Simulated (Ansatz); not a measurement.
Reaction (ligand exchange at a Ge–C bond): `[GaH2][CH2][GeH3]` + `N[SiH2]S` → `N[SiH2][S][GeH3]` + `[CH3][GaH2]`

Computed with Ansatz on PBE0-D4/def2-TZVP structures; ΔE is electronic, products minus reactants. CBS: MP2 limit from def2 TZ/QZ plus the TZ coupled-cluster correction, frozen cores. Functionals use def2-TZVPP. For Ga, Ge outer-core shells are correlated without core-valence functions, which leaves a few kJ/mol of doubt a bond. Scalar relativity is left out up to krypton. Each species was taken in one conformer, which may not be the lowest.

```csv
species,r2SCANh-D4 energy (Eh)
`[GaH2][CH2][GeH3]`,-4044.09657
`N[SiH2]S`,-745.45739
`N[SiH2][S][GeH3]`,-2823.66645
`[CH3][GaH2]`,-1965.91077
```

(1) Work out ΔE.

Largest T1 diagnostic among the species: 0.012.

Results:

(1) ΔE = (-2823.66645) + (-1965.91077) − (-4044.09657) − (-745.45739) = -0.02326 Eh = -61.1 kJ/mol. CCSD(T)/CBS gives -54.4 kJ/mol.

In def2-TZVPP, CCSD(T) changes the Hartree–Fock value by +7.0 kJ/mol (the triples alone add −0.6 kJ/mol) and MP2 by +4.2 kJ/mol. Leaving LDA and LC-ωPBE aside and taking each functional with its dispersion term where it has one, the values, not all of them listed here, spread over 5.5 kJ/mol, from B97M-V to CAM-B3LYP-D4. LDA lies +3.8 kJ/mol from PBE without D4.
